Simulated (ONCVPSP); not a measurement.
## u(r) = r·R(r): atom against pseudo-atom (bromine)

Columns: radius, all-electron u(r) and pseudo u(r) of the 3s shell (level -248.42 eV) of bromine in the configuration [Ne] 3s2 3p6 3d10 4s2 4p4; LDA (Perdew-Wang 92), scalar-relativistic, ONCV scheme, ONCVPSP 4.0.1.

| r (bohr) | all-electron | pseudo |
| --- | --- | --- |
| 0.053 | 0.0409 | 0.0794 |
| 0.105 | -0.7287 | 0.1898 |
| 0.158 | -0.7292 | 0.3557 |
| 0.210 | -0.2467 | 0.5704 |
| 0.262 | 0.3515 | 0.8161 |
| 0.315 | 0.8738 | 1.0642 |
| 0.368 | 1.2356 | 1.2732 |
| 0.420 | 1.4353 | 1.4139 |
| 0.473 | 1.5082 | 1.4782 |
| 0.525 | 1.4875 | 1.4675 |
| 0.578 | 1.4059 | 1.3968 |
| 0.630 | 1.2907 | 1.2879 |
| 0.683 | 1.1567 | 1.1560 |
| 0.735 | 1.0212 | 1.0208 |
| 0.788 | 0.8872 | 0.8869 |
| 0.840 | 0.7646 | 0.7643 |
| 0.893 | 0.6512 | 0.6510 |
| 0.945 | 0.5524 | 0.5522 |
| 0.998 | 0.4643 | 0.4641 |
| 1.050 | 0.3895 | 0.3893 |
| 1.102 | 0.3253 | 0.3252 |
| 1.155 | 0.2698 | 0.2696 |
| 1.208 | 0.2229 | 0.2228 |
| 1.260 | 0.1844 | 0.1843 |
| 1.313 | 0.1516 | 0.1515 |
| 1.365 | 0.1248 | 0.1247 |

**Question.** How many radial nodes do the two functions have?

**Answer.** The all-electron 3s function has n − l − 1 = 2; the pseudo-wave has 0, since the states of the same l below it are removed with the core.

**Question.** At about which radius was the pseudo-wave matched?

**Answer.** 0.75 bohr, where the columns begin to agree (steps of 0.05 bohr).

**Question.** Is the pseudo-wave norm-conserving?

**Answer.** Yes: the ONCV scheme keeps the norm inside the radius equal to the all-electron one, which fixes the energy derivative of the logarithmic derivative at the level.
